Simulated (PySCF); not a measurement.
BH3N, SMILES B=[NH2+], charge +1. Atoms are numbered in the order given.

```xyz
5

B      0.0000     0.0000     0.7831
N      0.0000     0.0000    -0.5278
H      0.0000     0.0000     1.9564
H      0.0000     0.8520    -1.0887
H      0.0000    -0.8520    -1.0887
```
Charge +1, spin multiplicity 1.

Geometry optimised at PBE0-D3(BJ)/def2-TZVP. The isomer is the one that the SMILES or the coordinates give; other isomers of the formula were not compared.

Calculation: PBE/pcJ-1 in PySCF.

Isotropic couplings with Fermi-contact, spin-dipole and both spin-orbit terms, one fixed conformer, no vibrational averaging. Isotopes: 11B, 14N, 1H.

```
pair   bonds apart  J (Hz)
-----  -----------  ------
B1–N2            1    32.5
B1–H3            1   308.9
N2–H4            1    62.5
N2–H5            1    62.5
B1–H4            2     ___
B1–H5            2     ___
N2–H3            2     ___
H4–H5            2   -15.6
H3–H4            3     ___
H3–H5            3     ___
```

**Question.** Complete the blanks. (The exact figures need the calculation; the answer reports its results.)

**Answer.** 
- B1–H4, J (Hz): 6.9
- B1–H5, J (Hz): 6.9
- N2–H3, J (Hz): 10.9
- H3–H4, J (Hz): -0.8
- H3–H5, J (Hz): -0.8
